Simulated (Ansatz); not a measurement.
Basis-set series for C6H19HfN3O (`C[N](C)[Hf]([OH])([N](C)C)[N](C)C`). Total charge 0; spin multiplicity 1. Hf: def2 effective core potential. Geometry: relaxed with PBE0-D4/def2-TZVP. It is one conformer, not always the lowest.

| functional | basis | functions | energy (Eh) | HOMO (eV) | LUMO (eV) |
| --- | --- | --- | --- | --- | --- |
| PBE0-D4 | def2-SVP | 267 | -526.80434 | -5.71 | 0.54 |
| PBE0-D4 | def2-TZVPP | 632 | -527.35416 | -5.82 | 0.27 |
| ωB97M-V | def2-SVP | 267 | -527.02932 | -7.99 | 1.77 |
| ωB97M-V | def2-TZVPP | 632 | -527.60617 | -8.10 | 1.42 |

**Question.** Give the rows for def2-QZVPP. (Estimate.)

**Answer.** Computed: 
| functional | basis | functions | energy (Eh) | HOMO (eV) | LUMO (eV) |
| --- | --- | --- | --- | --- | --- |
| PBE0-D4 | def2-QZVPP | 1221 | -527.38220 | -5.85 | -0.02 |
| ωB97M-V | def2-QZVPP | 1221 | -527.63333 | -8.12 | 0.84 |

Positive LUMOs are unbound and depend on the basis.
